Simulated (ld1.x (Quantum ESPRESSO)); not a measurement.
## Transferability test, TM potential for Ta

```json
{
  "Element": "tantalum (Ta)",
  "Generator": "ld1.x (Quantum ESPRESSO) 7.5",
  "Type": "norm-conserving Troullier–Martins (Kleinman–Bylander form)",
  "Functional": "PBE",
  "Relativity": "scalar-relativistic",
  "Frozen core": "[Kr] 4d10 4f14",
  "Valence charge": "13",
  "Reference configuration": "5s2 5p6 5d3.5 6s1.5 6p0",
  "Partial waves": "5s (bound): rc 1.75 bohr; 5p (bound): rc 2.10 bohr; 5d (bound): rc 2.45 bohr",
  "Local potential": "all-electron potential smoothed inside 1.85 bohr (lloc = -1)",
  "Core correction": "a·sin(br)/r model core inside 1.00 bohr"
}
```

Occupied shells without a wave of their own: 6s. They enter only through the test configuration that unscreens the potential, and ld1.x also counts them in the model core charge.

Energies are relative to the spin-unpolarised reference configuration 5s2 5p6 5d3.5 6s1.5 6p0; without spin polarisation the order of configurations can differ from experiment.

ld1.x takes every shell without a wave as core, so the model core holds the 6s electrons as well and exchange and correlation see them twice. This cancels in the reference configuration, but the file is broken for other ones, and its errors say nothing about a proper core correction.

```tsv
valence configuration	charge	ΔE all-electron (eV)	error AE − PS (meV)
5s2 5p6 5d3 6s2 6p0	0	-0.989	-129
5s2 5p6 5d3 6s1 6p0	+1	7.479	+90
5s2 5p6 5d3 6s0 6p0	+2	22.451	+220
5s2 5p6 5d1 6s0 6p0	+4	81.097	+15
5s2 5p6 5d3 6s0 6p2	0	7.606	+272
5s2 5p6 5d2 6s0 6p0	+3	46.054	+136
5s2 5p6 5d4 6s0 6p0	+1	8.913	+276
```

Levels in the configuration 5s2 5p6 5d3 6s0 6p2:

```csv
level,all-electron (eV),pseudo (eV)
5s,-75.936,-75.821
5p,-42.325,-42.203
5d,-6.049,-5.973
6p,-2.696,-2.557
```
